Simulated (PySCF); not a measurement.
**C₈H₉OP: full NMR table**

```
Formula                               : C8H9OP
SMILES                                : CC(=O)c1cccc(C)p1
InChI                                 : InChI=1S/C8H9OP/c1-6-4-3-5-8(10-6)7(2)9/h3-5H,1-2H3
Point group of the computed structure : C1
Carbon signals                        : 8
Proton signals                        : 5
```

Bonds (- single, = double, # triple, : aromatic): C1-C2, C2=O3, C2-C4, C4:C5, C5:C6, C6:C7, C7:C8, C8-C9, C8:P10, P10:C4. C1 carries H11, H12, H13; C5 carries H14; C6 carries H15; C7 carries H16; C9 carries H17, H18, H19.

Computed data (PySCF): PBE0/pcSseg-1 with gauge-including orbitals, geometry: GFN2-xTB. In vacuum, single conformer, no relativistic terms, one averaged value for each set of equivalent atoms.

δ = σ(ref) − σ, references computed at the same level: TMS for ¹H and ¹³C; ³¹P vs H3PO4; ¹⁷O against H2O.

| carbon | δC, type | δH (multiplicity) | HMBC from (2–3 bonds) | span of the C tensor (ppm) |
| --- | --- | --- | --- | --- |
| C1 | 26.8, CH3 | 2.64 (s) | – | 44 |
| C2 | 201.9, C | – | H14, H11/H12/H13 | 201 |
| C4 | 176.6, C | – | H14, H15, H11/H12/H13 | 285 |
| C5 | 136.5, CH | 8.15 (m) | H16, H15 | 223 |
| C6 | 134.5, CH | 7.69 (m) | H14, H16 | 219 |
| C7 | 140.4, CH | 7.86 (m) | H14, H15, H17/H18/H19 | 217 |
| C8 | 186.4, C | – | H16, H15, H17/H18/H19 | 352 |
| C9 | 29.6, CH3 | 3.01 (m) | H16 | 51 |

Other nuclei:
```csv
atoms,nucleus,environment,δ (ppm),σ (ppm)
P10,³¹P,"phosphorus bonded to 2 C, in a 6-membered ring",276.8,41.6
O3,¹⁷O,ketone oxygen,646.0,-309.9
```

- δC 201.9: ketone carbonyl carbon; low-lying n→π* states of the double bond to the heteroatom give a large paramagnetic term (-261 ppm).
- δC 186.4, 176.6: substituted aromatic carbon.
- δC 140.4, 136.5, 134.5: aromatic CH.
- δC 26.8: methyl carbon α to a carbonyl; α to the electron-withdrawing carbonyl group.
- δH 8.15, 7.86, 7.69: hydrogen on an aromatic CH.

Splittings by ³¹P in the carbon and heteronuclear signals aren't shown, as no couplings were computed. Shifts are as computed. Against solution values, carbons near 30 ppm lie about +3 ppm off and those near 130 ppm about +5 ppm. Of 1211 compounds with measured shifts, 218 miss one by over three times the rms of a fit or turn the order of signals round; such compounds aren't used in these exercises. Unscaled 17O shifts of doubly bonded oxygen tend to come out too high, by tens of ppm or more. Experimental scales use liquid or dissolved standards, which lie at an offset from isolated H2O (liquid H2O: subtract about 36 ppm) and H3PO4. No couplings were computed; multiplicities are counted from neighbouring protons, with m where these are inequivalent, close in shift, in a saturated or five-membered ring or joined by F or P, and br s for small geminal =CH2 splittings.
